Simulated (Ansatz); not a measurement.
Geometry optimisation of `C=CCCCCCCCCC[S][Au]` with charge +1.

```yaml
crystal:
  periodic: [false, false, false]
  atoms:
    - {symbol: C, position_ang: [-5.772036, -0.616148, 0.599249]}
    - {symbol: C, position_ang: [-4.877676, 0.062175, -0.140760]}
    - {symbol: C, position_ang: [-3.918799, -0.558919, -1.119399]}
    - {symbol: C, position_ang: [-2.435774, -0.464614, -0.703846]}
    - {symbol: C, position_ang: [-1.887692, 0.964301, -0.609027]}
    - {symbol: C, position_ang: [-0.414442, 1.051763, -0.186481]}
    - {symbol: C, position_ang: [0.581622, 0.483407, -1.205553]}
    - {symbol: C, position_ang: [2.056532, 0.655985, -0.817793]}
    - {symbol: C, position_ang: [2.489754, -0.140318, 0.418566]}
    - {symbol: C, position_ang: [3.978278, 0.015751, 0.746614]}
    - {symbol: C, position_ang: [4.406636, -0.792715, 1.968548]}
    - {symbol: S, position_ang: [6.135365, -0.549444, 2.526164]}
    - {symbol: Au, position_ang: [7.375263, -1.270912, 0.763295]}
    - {symbol: H, position_ang: [-6.441805, -0.106122, 1.309800]}
    - {symbol: H, position_ang: [-5.870741, -1.713158, 0.519153]}
    - {symbol: H, position_ang: [-4.819447, 1.160357, -0.021567]}
    - {symbol: H, position_ang: [-4.188239, -1.626311, -1.266381]}
    - {symbol: H, position_ang: [-4.037104, -0.064600, -2.111261]}
    - {symbol: H, position_ang: [-2.303674, -0.973539, 0.277214]}
    - {symbol: H, position_ang: [-1.835308, -1.046782, -1.435614]}
    - {symbol: H, position_ang: [-2.021721, 1.474570, -1.590790]}
    - {symbol: H, position_ang: [-2.497156, 1.542870, 0.117906]}
    - {symbol: H, position_ang: [-0.293270, 0.535131, 0.791644]}
    - {symbol: H, position_ang: [-0.155598, 2.117278, 0.003071]}
    - {symbol: H, position_ang: [0.379117, -0.597816, -1.373845]}
    - {symbol: H, position_ang: [0.405853, 0.978276, -2.186576]}
    - {symbol: H, position_ang: [2.270242, 1.736170, -0.649739]}
    - {symbol: H, position_ang: [2.695532, 0.354592, -1.676908]}
    - {symbol: H, position_ang: [2.254306, -1.217655, 0.260251]}
    - {symbol: H, position_ang: [1.888406, 0.172097, 1.300830]}
    - {symbol: H, position_ang: [4.225791, 1.086305, 0.913469]}
    - {symbol: H, position_ang: [4.595127, -0.305993, -0.123456]}
    - {symbol: H, position_ang: [3.832417, -0.471354, 2.868403]}
    - {symbol: H, position_ang: [4.200233, -1.874610, 1.834800]}
basis:
  gaussian: {orbitals: def2-SVP}
total_charge: 1
magnetization: {spin_polarized: true, initial_magnetization: 1}
hamiltonian: {xc: pbe, dispersion: d4}
scf: {lower_state_search: "off"}
output: {orbitals: {seedname: orbitals}}
relax: {f_tol: 0.03, max_steps: 70}
```

```sh
$ ansatz run in.yaml --threads 4 --pin off --events-out ev --progress --plain --max-ram 6963MiB
```

Shortened log:

```
Functional definition: PBE
  name "PBE"
  cite "Perdew, Burke & Ernzerhof, Phys. Rev. Lett. 77, 3865 (1996) doi:10.1103/PhysRevLett.77.3865"
  parent pbe
  parameter kappa = 0.804
  parameter beta = 0.06672455060314922
  exchange = pbe_x(kappa = kappa, mu = beta*pi^2/3)
  correlation = pbe_c(beta = beta)
these checks for a lower state are left out or cut short: stability, starts, cluster_reference, orbital_swaps, neighbouring_geometries, increment
mean field -26239.56173284 eV, -964.2861078682 hartree, gradient 2.6e-6 eV, S^2 0.751746; 0 other end points of the search recorded, 0 dependent functions left out
the calculation of the forces begins
relax step   1: F+E_penalty+E_count = -26240.41161941 eV  Δ(F+E_penalty+E_count) = +0.000e0 eV  max|allowed force component| = 1.130e0 eV/Å  Δτ_max = 0.0000 Å  (54 SCF iters, accepted)
these checks for a lower state are left out or cut short: stability, starts, cluster_reference, orbital_swaps, neighbouring_geometries, increment
mean field -26239.59624750 eV, -964.2873762586 hartree, gradient 1.1e-6 eV, S^2 0.751769; 0 other end points of the search recorded, 0 dependent functions left out
the calculation of the forces begins
relax step   2: F+E_penalty+E_count = -26240.44647053 eV  Δ(F+E_penalty+E_count) = -3.485e-2 eV  max|allowed force component| = 3.462e-1 eV/Å  Δτ_max = 0.0562 Å  (30 SCF iters, accepted)
these checks for a lower state are left out or cut short: stability, starts, cluster_reference, orbital_swaps, neighbouring_geometries, increment
mean field -26239.60291470 eV, -964.2876212735 hartree, gradient 2.6e-6 eV, S^2 0.751779; 0 other end points of the search recorded, 0 dependent functions left out
the calculation of the forces begins
relax step   3: F+E_penalty+E_count = -26240.45319055 eV  Δ(F+E_penalty+E_count) = -6.720e-3 eV  max|allowed force component| = 1.744e-1 eV/Å  Δτ_max = 0.0287 Å  (26 SCF iters, accepted)
these checks for a lower state are left out or cut short: stability, starts, cluster_reference, orbital_swaps, neighbouring_geometries, increment
mean field -26239.60482331 eV, -964.2876914138 hartree, gradient 1.5e-6 eV, S^2 0.751786; 0 other end points of the search recorded, 0 dependent functions left out
the calculation of the forces begins
relax step   4: F+E_penalty+E_count = -26240.45452283 eV  Δ(F+E_penalty+E_count) = -1.332e-3 eV  max|allowed force component| = 5.706e-2 eV/Å  Δτ_max = 0.0379 Å  (26 SCF iters, accepted)
these checks for a lower state are left out or cut short: stability, starts, cluster_reference, orbital_swaps, neighbouring_geometries, increment
mean field -26239.60624557 eV, -964.2877436808 hartree, gradient 2.3e-6 eV, S^2 0.751792; 0 other end points of the search recorded, 0 dependent functions left out
the calculation of the forces begins
relax step   5: F+E_penalty+E_count = -26240.45533241 eV  Δ(F+E_penalty+E_count) = -8.096e-4 eV  max|allowed force component| = 8.826e-2 eV/Å  Δτ_max = 0.0359 Å  (25 SCF iters, accepted)
these checks for a lower state are left out or cut short: stability, starts, cluster_reference, orbital_swaps, neighbouring_geometries, increment
mean field -26239.60671310 eV, -964.2877608623 hartree, gradient 2.4e-6 eV, S^2 0.751788; 0 other end points of the search recorded, 0 dependent functions left out
the calculation of the forces begins
relax step   6: F+E_penalty+E_count = -26240.45590793 eV  Δ(F+E_penalty+E_count) = -5.755e-4 eV  max|allowed force component| = 7.550e-2 eV/Å  Δτ_max = 0.0241 Å  (25 SCF iters, accepted)
these checks for a lower state are left out or cut short: stability, starts, cluster_reference, orbital_swaps, neighbouring_geometries, increment
mean field -26239.60740648 eV, -964.2877863434 hartree, gradient 2.5e-6 eV, S^2 0.751783; 0 other end points of the search recorded, 0 dependent functions left out
the calculation of the forces begins
relax step   7: F+E_penalty+E_count = -26240.45672215 eV  Δ(F+E_penalty+E_count) = -8.142e-4 eV  max|allowed force component| = 4.902e-2 eV/Å  Δτ_max = 0.0665 Å  (26 SCF iters, accepted)
these checks for a lower state are left out or cut short: stability, starts, cluster_reference, orbital_swaps, neighbouring_geometries, increment
mean field -26239.60806028 eV, -964.2878103700 hartree, gradient 2.8e-6 eV, S^2 0.751783; 0 other end points of the search recorded, 0 dependent functions left out
the calculation of the forces begins
relax step   8: F+E_penalty+E_count = -26240.45732025 eV  Δ(F+E_penalty+E_count) = -5.981e-4 eV  max|allowed force component| = 4.877e-2 eV/Å  Δτ_max = 0.0785 Å  (26 SCF iters, accepted)
these checks for a lower state are left out or cut short: stability, starts, cluster_reference, orbital_swaps, neighbouring_geometries, increment
mean field -26239.60856132 eV, -964.2878287830 hartree, gradient 3.1e-6 eV, S^2 0.751785; 0 other end points of the search recorded, 0 dependent functions left out
the calculation of the forces begins
relax step   9: F+E_penalty+E_count = -26240.45775873 eV  Δ(F+E_penalty+E_count) = -4.385e-4 eV  max|allowed force component| = 6.852e-2 eV/Å  Δτ_max = 0.0556 Å  (23 SCF iters, accepted)
these checks for a lower state are left out or cut short: stability, starts, cluster_reference, orbital_swaps, neighbouring_geometries, increment
mean field -26239.60898921 eV, -964.2878445078 hartree, gradient 2.7e-6 eV, S^2 0.751788; 0 other end points of the search recorded, 0 dependent functions left out
the calculation of the forces begins
relax step  10: F+E_penalty+E_count = -26240.45816333 eV  Δ(F+E_penalty+E_count) = -4.046e-4 eV  max|allowed force component| = 7.004e-2 eV/Å  Δτ_max = 0.0398 Å  (24 SCF iters, accepted)
these checks for a lower state are left out or cut short: stability, starts, cluster_reference, orbital_swaps, neighbouring_geometries, increment
mean field -26239.60925580 eV, -964.2878543046 hartree, gradient 3.0e-6 eV, S^2 0.751790; 0 other end points of the search recorded, 0 dependent functions left out
the calculation of the forces begins
relax step  11: F+E_penalty+E_count = -26240.45851561 eV  Δ(F+E_penalty+E_count) = -3.523e-4 eV  max|allowed force component| = 5.358e-2 eV/Å  Δτ_max = 0.0431 Å  (24 SCF iters, accepted)
these checks for a lower state are left out or cut short: stability, starts, cluster_reference, orbital_swaps, neighbouring_geometries, increment
mean field -26239.60892510 eV, -964.2878421518 hartree, gradient 3.0e-6 eV, S^2 0.751796; 0 other end points of the search recorded, 0 dependent functions left out
the calculation of the forces begins
relax step  12: F+E_penalty+E_count = -26240.45816187 eV  Δ(F+E_penalty+E_count) = +3.537e-4 eV  max|allowed force component| = 8.360e-2 eV/Å  Δτ_max = 0.0627 Å  (24 SCF iters, rejected (line search))
these checks for a lower state are left out or cut short: stability, starts, cluster_reference, orbital_swaps, neighbouring_geometries, increment
mean field -26239.60953500 eV, -964.2878645652 hartree, gradient 3.0e-6 eV, S^2 0.751791; 0 other end points of the search recorded, 0 dependent functions left out
the calculation of the forces begins
relax step  13: F+E_penalty+E_count = -26240.45882587 eV  Δ(F+E_penalty+E_count) = -3.103e-4 eV  max|allowed force component| = 2.010e-2 eV/Å  Δτ_max = 0.0304 Å  (24 SCF iters, accepted)
Total energy: -26240.45889915 eV, -964.3190781220 hartree
Atom 0 at    -5.970574    -0.575783     0.413311 Å, force    -0.008146    -0.007073     0.000648 eV/Å
Atom 1 at    -4.921495     0.090870    -0.158309 Å, force     0.005583     0.003551     0.002143 eV/Å
Atom 2 at    -3.957134    -0.508573    -1.116547 Å, force    -0.010763    -0.002417    -0.000469 eV/Å
Atom 3 at    -2.471227    -0.460187    -0.655456 Å, force     0.008619     0.000451     0.001090 eV/Å
Atom 4 at    -1.878039     0.944678    -0.533411 Å, force    -0.002673    -0.000591    -0.000413 eV/Å
Atom 5 at    -0.400185     0.969062    -0.102996 Å, force     0.001419     0.001304     0.001855 eV/Å
Atom 6 at     0.571324     0.371722    -1.127845 Å, force    -0.000341    -0.000803    -0.001317 eV/Å
Atom 7 at     2.057612     0.579055    -0.797063 Å, force     0.001203     0.001400    -0.000914 eV/Å
Atom 8 at     2.534006    -0.157298     0.462016 Å, force     0.001840    -0.003155     0.000290 eV/Å
Atom 9 at     4.038312     0.024813     0.702781 Å, force    -0.002970     0.002139    -0.001991 eV/Å
Atom 10 at     4.511616    -0.726796     1.953513 Å, force     0.017587    -0.001417     0.002769 eV/Å
Atom 11 at     6.244828    -0.430491     2.424451 Å, force    -0.012642    -0.000381    -0.001091 eV/Å
Atom 12 at     7.466939    -1.035171     0.626374 Å, force     0.000985     0.000261    -0.000880 eV/Å
Atom 13 at    -6.664122    -0.071481     1.104216 Å, force     0.003443     0.000362    -0.002643 eV/Å
Atom 14 at    -6.159369    -1.640510     0.192733 Å, force     0.007758     0.020100     0.000722 eV/Å
Atom 15 at    -4.772594     1.153579     0.109244 Å, force    -0.007597    -0.017333    -0.000535 eV/Å
Atom 16 at    -4.246350    -1.554329    -1.345825 Å, force     0.002600     0.004631     0.001465 eV/Å
Atom 17 at    -4.018145     0.065020    -2.072972 Å, force     0.002736    -0.001302    -0.001427 eV/Å
Atom 18 at    -2.383000    -0.997173     0.314323 Å, force    -0.001249    -0.000141    -0.001238 eV/Å
Atom 19 at    -1.895228    -1.054355    -1.395218 Å, force    -0.003421     0.001817     0.000024 eV/Å
Atom 20 at    -1.983663     1.476037    -1.506069 Å, force     0.001367    -0.000794     0.001437 eV/Å
Atom 21 at    -2.459791     1.538603     0.203481 Å, force     0.000560    -0.001298    -0.001307 eV/Å
Atom 22 at    -0.303869     0.444487     0.873576 Å, force     0.000068     0.000486    -0.000687 eV/Å
Atom 23 at    -0.111158     2.025420     0.089773 Å, force    -0.001262    -0.001413    -0.000566 eV/Å
Atom 24 at     0.378054    -0.716312    -1.257092 Å, force    -0.000337     0.000216     0.000840 eV/Å
Atom 25 at     0.372962     0.832512    -2.120559 Å, force     0.000383    -0.000681     0.000941 eV/Å
Atom 26 at     2.262649     1.667177    -0.684896 Å, force    -0.000537    -0.001705    -0.000157 eV/Å
Atom 27 at     2.667571     0.242229    -1.663308 Å, force    -0.000597     0.000637     0.000985 eV/Å
Atom 28 at     2.300776    -1.241986     0.371154 Å, force     0.000491     0.002618     0.000182 eV/Å
Atom 29 at     1.974659     0.205560     1.351363 Å, force    -0.000369    -0.000608     0.000374 eV/Å
Atom 30 at     4.280435     1.104093     0.803742 Å, force     0.000065    -0.002379     0.000184 eV/Å
Atom 31 at     4.613944    -0.346496    -0.175252 Å, force     0.000238     0.001024    -0.000451 eV/Å
Atom 32 at     3.959333    -0.394472     2.861105 Å, force    -0.000905    -0.000579     0.000747 eV/Å
Atom 33 at     4.360917    -1.823486     1.855641 Å, force    -0.003136     0.003072    -0.000608 eV/Å
Dipole moment:    -1.713084    -0.082955    -0.045940 e Å
Checks for a lower state left out: stability, starts, cluster_reference, orbital_swaps, neighbouring_geometries, increment
```

Hardware: 4 threads of Arm Neoverse V2 on a shared host. Wall time 2.1 min.

In the def2 sets Au takes a core potential; there is no spin–orbit coupling. The gap within one spin of the relaxed charge 1 doublet nearly closes, so an electron or hole may be smeared out by delocalisation error.
